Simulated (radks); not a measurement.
N2+, configuration [He] 2s1.5 2p1 3s0.5 (fractional occupations, a model configuration).

Calculated with a radial shooting solver on a logarithmic mesh with Libxc functionals: non-relativistic Kohn-Sham, r2SCAN, spin-polarised, spherical densities, point nucleus; open shells are filled with parallel spins first; meta-GGA in the generalised Kohn-Sham scheme.

Energy parts (eV):
total: -1421.844
kinetic: 1419.064
electron-nucleus: -3158.885
Hartree: 470.044
exchange-correlation: -152.068

Orbitals (lengths in bohr, moments of r in powers of bohr):
1s up: occ. 1; eigenvalue (eV) -436.3102; <r> 0.2291; <1/r> 6.647
1s down: occ. 1; eigenvalue (eV) -434.6496; <r> 0.2284; <1/r> 6.656
2s up: occ. 1; eigenvalue (eV) -56.4706; <r> 1.131; <1/r> 1.281
2s down: occ. 0.5; eigenvalue (eV) -50.5815; <r> 1.175; <1/r> 1.223
2p up: occ. 1; eigenvalue (eV) -43.8991; <r> 1.089; <1/r> 1.181
2p down: occ. 0; eigenvalue (eV) -38.0262; <r> 1.137; <1/r> 1.142
3s up: occ. 0.5; eigenvalue (eV) -15.6254; <r> 3.299; <1/r> 0.4134

The highest occupied level is 3s up at -15.625 eV. The configuration is held as typed, so some empty levels lie below it. The spin density at the nucleus is 4.237 e/bohr^3 (1s -0.182, 2s 3.911, 3s 0.508), a Fermi contact field of 222 T. Virial ratio -V/T = 2.00196. The electron density at the nucleus is 207.8 e/bohr^3. The density falls to 0.001 e/bohr^3 at r = 3.65 bohr. Summed over all electrons, <r^2> = 10.06 bohr^2, which gives a Langevin (diamagnetic) susceptibility term of -7.96 x 10^-6 cm^3/mol.
